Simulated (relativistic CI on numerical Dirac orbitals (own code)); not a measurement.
# Pm LX: computed level list

Calculated at this level of theory: Dirac-Coulomb-Breit CI, separate exchange-only KLI orbitals for each configuration, QED by a radiative potential, unscaled Slater integrals (own radial code, finite nucleus).

Configurations in the expansion: 1s2, 1s 2s, 1s 2p, 1s 3s, 1s 3p, 1s 3d, 1s 4s, 1s 4p, 1s 4d, 1s 4f, 1s 5s, 1s 5p, 1s 5d, 1s 5f, 1s 5g, 1s 6s, 1s 6p, 1s 6d, 2s2. Levels of other configurations are missing.

```
No.  Configuration  Term  J   E (eV)    %  Next component (%)  Landé g  Lifetime (s)
  1            1s2    1S  0      0.0  100                                           
  2          1s 2s    3S  1  38958.0  100                        1.916      7.39e-13
  3          1s 2p   3P°  1  39048.1   69              31 1P°    1.259      1.90e-16
  4          1s 2p   3P°  0  39062.3  100                                           
  5          1s 2s    1S  0  39063.1  100                                           
  6          1s 2p   3P°  2  39712.2  100                        1.447      1.25e-13
  7          1s 2p   1P°  1  39752.5   69              31 3P°    1.158      9.22e-17
  8          1s 3s    3S  1  46377.7  100                        1.925      7.97e-15
  9          1s 3p   3P°  1  46402.1   69              31 1P°    1.268      5.96e-16
 10          1s 3s    1S  0  46405.7  100                                   8.19e-15
 11          1s 3p   3P°  0  46405.9  100                                   3.00e-15
 12          1s 3p   3P°  2  46599.6  100                        1.458      3.68e-15
 13          1s 3d    3D  2  46608.7   60               40 1D    1.057      1.09e-15
 14          1s 3d    3D  1  46610.9  100                        0.519      1.11e-15
 15          1s 3p   1P°  1  46611.3   69              31 3P°    1.176      3.04e-16
 16          1s 3d    3D  3  46668.8  100                        1.302      1.19e-15
 17          1s 3d    1D  2  46670.7   60               40 3D    1.077      1.16e-15
 18          1s 4s    3S  1  48935.8  100                        1.928      1.18e-14
 19          1s 4p   3P°  1  48945.7   69              31 1P°    1.271      1.38e-15
 20          1s 4s    1S  0  48947.2  100                                   1.19e-14
 21          1s 4p   3P°  0  48947.3  100                                   5.16e-15
 22          1s 4p   3P°  2  49028.7  100                        1.461      6.13e-15
 23          1s 4d    3D  2  49032.5   60               40 1D    1.061      2.49e-15
 24          1s 4d    3D  1  49033.4  100                        0.526      2.56e-15
 25          1s 4p   1P°  1  49033.6   69              31 3P°    1.183      7.13e-16
 26          1s 4d    3D  3  49057.9  100                        1.306      2.77e-15
 27          1s 4f   3F°  3  49058.2   57              43 1F°    1.019      5.38e-15
 28          1s 4f   3F°  2  49058.6  100                        0.682      5.39e-15
 29          1s 4d    1D  2  49058.8   60               40 3D    1.082      2.66e-15
 30          1s 4f   3F°  4  49070.6  100                        1.228      5.51e-15
 31          1s 4f   1F°  3  49071.0   57              43 3F°    1.047      5.52e-15
 32          1s 5s    3S  1  50105.7  100                        1.930      1.89e-14
 33          1s 5p   3P°  1  50110.7   69              31 1P°    1.273      2.64e-15
 34          1s 5p   3P°  0  50111.4  100                                   8.85e-15
 35          1s 5s    1S  0  50111.4  100                                   1.84e-14
 36          1s 5p   3P°  2  50152.9  100                        1.463      1.04e-14
 37          1s 5d    3D  2  50154.9   60               40 1D    1.063      4.75e-15
 38          1s 5d    3D  1  50155.3  100                        0.528      4.89e-15
 39          1s 5p   1P°  1  50155.4   69              31 3P°    1.186      1.38e-15
 40          1s 5d    3D  3  50167.9  100                        1.308      5.32e-15
 41          1s 5f   3F°  3  50168.0   57              43 1F°    1.021      1.03e-14
 42          1s 5f   3F°  2  50168.3  100                        0.684      1.03e-14
 43          1s 5d    1D  2  50168.3   60               40 3D    1.085      5.08e-15
 44          1s 5f   3F°  4  50174.4  100                        1.230      1.06e-14
 45          1s 5g    3G  4  50174.4   55               45 1G    1.007      1.78e-14
 46          1s 5g    3G  3  50174.6  100                        0.762      1.78e-14
 47          1s 5f   1F°  3  50174.6   57              43 3F°    1.049      1.06e-14
 48          1s 5g    3G  5  50178.3  100                        1.183      1.80e-14
 49          1s 5g    1G  4  50178.4   55               45 3G    1.032      1.80e-14
 50          1s 6s    3S  1  50735.6  100                        1.931      2.92e-14
 51          1s 6p   3P°  1  50738.4   69              31 1P°    1.273      4.51e-15
 52          1s 6p   3P°  0  50738.8  100                                   1.42e-14
 53          1s 6s    1S  0  50738.9  100                                   2.79e-14
 54          1s 6p   3P°  2  50762.8  100                        1.464      1.66e-14
 55          1s 6d    3D  2  50763.9   60               40 1D    1.064      8.10e-15
 56          1s 6d    3D  1  50764.2  100                        0.530      8.35e-15
 57          1s 6p   1P°  1  50764.2   69              31 3P°    1.187      2.36e-15
 58          1s 6d    3D  3  50771.4  100                        1.309      9.09e-15
 59          1s 6d    1D  2  50771.7   60               40 3D    1.086      8.67e-15
```

Energies count from the lowest computed level; ° marks odd parity; lifetimes are radiative, by E1, M1, E2, M2 decay to levels of this space only; some are left blank where a channel outside the calculation adds to the decay or the decay crosses a small, uncertain gap.

The mean weight of the leading LS term, summed over parents, in these 59 levels is 85 %, and that of the leading jj configuration (from the same eigenvectors) 100 %, so jj coupling describes them better and the LS labels are nominal.

At this charge energies of transitions that change n are usually good to better than 1 %, and those within a shell (Δn = 0) to a few per cent.

LS names give the leading component of a level, which can be under half, so a name can repeat, a term be missing and a line seem to break the LS rules.
